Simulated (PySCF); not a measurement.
# SMILES n1n(C=C)cpc1C, C5H7N2P

Geometry (Å), atoms numbered from 1 in this order:
```xyz
15

C    -2.332    0.991    0.928
C    -2.046    0.249   -0.132
N    -0.760   -0.169   -0.446
C    -0.446   -0.927   -1.523
P     1.230   -1.269   -1.629
C     1.385   -0.311   -0.132
C     2.663   -0.048    0.586
N     0.265    0.172    0.326
H    -1.557    1.306    1.602
H    -3.341    1.294    1.137
H    -2.794   -0.089   -0.834
H    -1.228   -1.240   -2.192
H     3.124   -0.986    0.892
H     2.470    0.563    1.464
H     3.363    0.471   -0.069
```

Method: GIAO B3LYP/pcSseg-1 magnetisability, rotational g tensor and spin-rotation constants, non-relativistic, gas phase (PySCF 2.14.0). Geometry: GFN2-xTB.

(1) What are the magnetisability and the molar susceptibility?

(2) Split it along the inertial axes a, b, c into diamagnetic and paramagnetic parts about the centre of mass, with the quadrupole moment.

(3) And the rotational g tensor?

## Answers

(1) Isotropic -1260 × 10⁻³⁰ J/T², or -75.9 × 10⁻⁶ cm³/mol; principal values -1798, -1027, -954 × 10⁻³⁰ J/T², anisotropy 810 × 10⁻³⁰ J/T² (root of half the summed squared differences of the principal values). The susceptibility is in cgs units.

(2) 
```
axis  χ (10⁻⁶ cm³/mol)  diamagnetic (10⁻⁶ cm³/mol)  paramagnetic (10⁻⁶ cm³/mol)  summed x² of all electrons (Å²)  quadrupole Θ (D Å)
   a             -57.6                      -470.4                        412.8                            215.9               +4.49
   b             -61.7                      -973.8                        912.1                             97.2               +2.24
   c            -108.3                     -1328.2                       1219.9                             13.7               -6.74
```
Anisotropies 2χaa − χbb − χcc = +54.8 and 2χbb − χaa − χcc = +42.5 × 10⁻⁶ cm³/mol. Θ is traceless in Buckingham's convention.

(3) 
| axis | rotational constant (GHz) | g | nuclear part | electronic part |
| --- | --- | --- | --- | --- |
| a | 3.3721 | -0.0632 | 0.5907 | -0.6539 |
| b | 1.3708 | -0.0222 | 0.5652 | -0.5874 |
| c | 0.9805 | +0.0080 | 0.5700 | -0.5620 |

Asymmetric top; isotopes 12C, 1H, 14N, 31P; no vibrational averaging.
